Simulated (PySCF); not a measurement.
Mapped SMILES: `[F:1][C@H:2]([C:3]([F:4])([F:5])[F:6])[C:7]1([F:8])[CH:9]=[CH:10]1`. Each H is labelled by its parent atom.

- GFN2-xTB structure
- GIAO PBE0/pcSseg-1 shieldings
- run in PySCF 2.14.0 with density-fitted response routines
- isolated molecule, non-relativistic Hamiltonian, averaged over atoms made equivalent by symmetry, fast rotation or ring inversion, one conformer

Referencing at the same level of theory: $^{13}$C (σ = 186.93 ppm) and $^{1}$H (σ = 31.72 ppm) vs TMS; CFCl3 for $^{19}$F (σ = 170.95 ppm).

| atoms | nucleus | count | δ (ppm) |
| --- | --- | --- | --- |
| C7 | $^{13}$C | 1 | 75.2 |
| C3 | $^{13}$C | 1 | ? |
| F1 | $^{19}$F | 1 | -228.9 |
| C2 | $^{13}$C | 1 | 92.8 |
| F8 | $^{19}$F | 1 | -147.7 |
| C10 | $^{13}$C | 1 | 126.0 |
| C9 | $^{13}$C | 1 | 128.6 |
| H(C9) | $^{1}$H | 1 | 7.80 |
| H(C2) | $^{1}$H | 1 | 5.65 |
| F4/F5/F6 | $^{19}$F | 3 | ? |
| H(C10) | $^{1}$H | 1 | ? |

Question: Estimate the values marked ?.

Answer: 
- C3: 132.3 ppm, CF3 carbon; 3 electronegative neighbours deshield it
- H(C10): 7.58 ppm, hydrogen on an alkene CH; attached to an sp2 carbon and in the plane of the double bond
- F4/F5/F6: -93.3 ppm, fluorine of a CF3 group

Shifts are as computed. Against solution values, carbons near 30 ppm lie about +3 ppm off and those near 130 ppm about +5 ppm. Of 1211 compounds with measured shifts, 218 miss one by over three times the rms of a fit or turn the order of signals round; such compounds aren't used in these exercises. Unscaled 19F shifts against computed CFCl3 carry errors that often reach 10 to 50 ppm.
